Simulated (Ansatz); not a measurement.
Two isomers of C2H5NSSi: A = `N[SiH2]C1=CS1`, B = `C1=N[SiH2]CS1`.

Computed with Ansatz on PBE0-D4/def2-TZVP structures; ΔE is electronic, products minus reactants. CCSD(T)/CBS adds triple-zeta CCSD(T) − MP2 to the extrapolated MP2 energy (def2 sets, frozen cores). Functionals use def2-TZVPP. B3LYP here is the variant with VWN-RPA as its local correlation; programs differ in this. Each species was taken in one conformer, which may not be the lowest.

(1) Which isomer does CCSD(T)/CBS put lower? Give the gap. (Estimate.)

(2) Give E(B) − E(A) in kJ/mol with HF/def2-TZVPP, MP2/def2-TZVPP, ωB97M-V, r2SCAN-D4, B2PLYP, B3LYP, PBE-D4. (Estimate.)

Largest T1 diagnostic: 0.015.

Results:

(1) Computed: B, by 167.4 kJ/mol.

(2) The calculation gave: HF/def2-TZVPP -172.3, MP2/def2-TZVPP -168.7, ωB97M-V -173.8, r2SCAN-D4 -185.2, B2PLYP -171.3, B3LYP -169.1, PBE-D4 -184.4. None reverses the order clearly.

The D4 term adds −6.9 kJ/mol with B3LYP and −3.2 kJ/mol with PBE0; it sums over pairs of atoms, weighted by their polarisabilities, and B3LYP, whose exchange is more repulsive, gets the larger term.
